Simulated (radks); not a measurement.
Question: Mg VII, configuration [He] 2s2 2p2. All-electron calculation, Dirac Kohn-Sham, PBE, spin-unpolarised, spherical densities, finite nucleus; open shells are shared between the two j in proportion to 2j + 1; Fermi nuclear charge, rms radius 3.057 fm. Program: a radial shooting solver on a logarithmic mesh with Libxc functionals. Some entries of the table are withheld. Estimate them.

orbital      occ.  eigenvalue (eV)  <1/r> (bohr^-1)  r(max) (bohr)
1s1/2           2              (1)            11.65        0.08501
2s1/2           2        -231.2150            2.418         0.5072
2p1/2    0.666667              (2)            2.342         0.4222
2p3/2     1.33333              (3)            2.334         0.4233

Answer: 
(1) 1s1/2 eigenvalue (eV): -1457.034
(2) 2p1/2 eigenvalue (eV): -202.9075
(3) 2p3/2 eigenvalue (eV): -202.4674
